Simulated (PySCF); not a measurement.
## Bi: interval between two levels

Bi [Xe] 4f14 5d10 6s2 6p3 [4S3/2, M_J = 3/2] → Bi [Xe] 4f14 5d10 6s1 6p4 [4P5/2, M_J = 5/2], as a difference of total energies. Computed with PySCF 2.14 in x2c-TZVPall-2c (11s11p9d3f, 110 functions), with the two-component X2C-1e Hamiltonian. Correlated levels: [Kr] 4d10 4f14 frozen; the 24 highest virtual spinors dropped. "Screened" scales the spin-orbit matrix elements by Boettger's factors to mimic the two-electron term; Breit and QED terms are absent.

```json
{"method": "GHF (screened spin-orbit)", "interval between two levels (cm⁻¹)": "73516"}
{"method": "GMP2 (screened spin-orbit)", "interval between two levels (cm⁻¹)": "77154"}
```

The labels give the starting determinants; with spin-orbit coupling the two ends relaxed to ⟨J²⟩ = 3.78, ⟨L²⟩ = 0.80, ⟨S²⟩ = 3.25 and ⟨J²⟩ = 8.79, ⟨L²⟩ = 2.45, ⟨S²⟩ = 3.83.
